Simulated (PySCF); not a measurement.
Two-dimensional NMR puzzle

Compound of formula C$_{6}$H$_{14}$AlN. Correlations simulated from computed shifts and the bond graph:

HSQC (one-bond C–H):
```csv
δH,δC
3.63,48.8
2.48,43.7
1.99,4.2
```

HMBC (two and three bonds, from the bond graph):
```csv
δH,δC
3.81,"48.8, 43.7"
3.63,"91.2, 74.3, 43.7"
2.48,"48.8, 43.7"
1.99,"91.2, 74.3"
```

Carbons without hydrogens: δ 91.2, 74.3.

PySCF calculation with coordinates at the PBE0-D3(BJ)/def2-SVP level and shielding tensors at B3LYP/pcSseg-1 (GIAO); a single conformation, equivalent nuclei averaged, relativity neglected, no solvent model.

δ = σ(ref) − σ, references computed at the same level: TMS for ¹H and ¹³C.

Exchangeable hydrogens are left out of these lists.

Problem. Assemble the structure.

Solution. `C(#CC)C[N+](C)(C)[AlH3-]`.

Structure with atom numbers: `[CH3:1][C:2]#[C:3][CH2:4][N+:5]([CH3:6])([CH3:7])[AlH3-:8]`. Each H is labelled by its parent atom.

- δC 91.2 is C2, an alkyne carbon.
- δC 74.3 is C3, an alkyne carbon.
- δC 48.8 is C4, a propargylic sp3 CH2 bonded to N (δH 3.63).
- δC 43.7 is C6/C7, a methyl carbon bonded to N (δH 2.48).
- δC 4.2 is C1, a propargylic methyl carbon (δH 1.99).
- HMBC from δH 3.63 reaches the proton-free carbons C2, C3.
- HMBC from δH 1.99 reaches the proton-free carbons C2, C3.

The data come from this structure; uniqueness wasn't tested.

Hydrides on Al or Ga are broadened by the quadrupolar metal nucleus. Shifts are as computed. Against solution values, carbons near 30 ppm lie about +2 ppm off and those near 130 ppm about +6 ppm. Of 1309 compounds with measured shifts, 239 miss one by over three times the rms of a fit or turn the order of signals round; such compounds aren't used in these exercises.
